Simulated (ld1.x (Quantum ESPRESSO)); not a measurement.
An all-electron radial function and its pseudo partner (cobalt)

Columns: radius, all-electron u(r) and pseudo u(r) of the 3d shell (level -8.28 eV) of cobalt in the configuration [Ne] 3s2 3p6 3d7 4s2 4p0; PW91, scalar-relativistic, TM semilocal scheme, ld1.x (Quantum ESPRESSO) 7.5.

```json
{"r (bohr)": "0.113", "all-electron": "0.1065", "pseudo": "0.0384"}
{"r (bohr)": "0.225", "all-electron": "0.3872", "pseudo": "0.2465"}
{"r (bohr)": "0.338", "all-electron": "0.6582", "pseudo": "0.5874"}
{"r (bohr)": "0.450", "all-electron": "0.8383", "pseudo": "0.8645"}
{"r (bohr)": "0.563", "all-electron": "0.9301", "pseudo": "0.9784"}
{"r (bohr)": "0.675", "all-electron": "0.9527", "pseudo": "0.9756"}
{"r (bohr)": "0.788", "all-electron": "0.9311", "pseudo": "0.9346"}
{"r (bohr)": "0.900", "all-electron": "0.8852", "pseudo": "0.8852"}
{"r (bohr)": "1.013", "all-electron": "0.8267", "pseudo": "0.8267"}
{"r (bohr)": "1.125", "all-electron": "0.7643", "pseudo": "0.7643"}
{"r (bohr)": "1.238", "all-electron": "0.7014", "pseudo": "0.7014"}
{"r (bohr)": "1.350", "all-electron": "0.6414", "pseudo": "0.6414"}
{"r (bohr)": "1.463", "all-electron": "0.5846", "pseudo": "0.5846"}
{"r (bohr)": "1.575", "all-electron": "0.5325", "pseudo": "0.5325"}
{"r (bohr)": "1.688", "all-electron": "0.4843", "pseudo": "0.4843"}
{"r (bohr)": "1.800", "all-electron": "0.4407", "pseudo": "0.4407"}
{"r (bohr)": "1.913", "all-electron": "0.4007", "pseudo": "0.4007"}
{"r (bohr)": "2.025", "all-electron": "0.3647", "pseudo": "0.3647"}
{"r (bohr)": "2.138", "all-electron": "0.3318", "pseudo": "0.3318"}
{"r (bohr)": "2.250", "all-electron": "0.3022", "pseudo": "0.3022"}
{"r (bohr)": "2.363", "all-electron": "0.2751", "pseudo": "0.2751"}
{"r (bohr)": "2.475", "all-electron": "0.2507", "pseudo": "0.2507"}
{"r (bohr)": "2.588", "all-electron": "0.2284", "pseudo": "0.2284"}
{"r (bohr)": "2.700", "all-electron": "0.2082", "pseudo": "0.2082"}
{"r (bohr)": "2.813", "all-electron": "0.1897", "pseudo": "0.1897"}
{"r (bohr)": "2.925", "all-electron": "0.1731", "pseudo": "0.1731"}
```

Q: How many radial nodes do the two functions have?

A: The all-electron 3d function has n − l − 1 = 0; the pseudo-wave has 0.

Q: At about which radius was the pseudo-wave matched?

A: 0.95 bohr, where the columns begin to agree (steps of 0.11 bohr).

Q: Is the pseudo-wave norm-conserving?

A: Yes: the TM semilocal scheme keeps the norm inside the radius equal to the all-electron one, which fixes the energy derivative of the logarithmic derivative at the level.
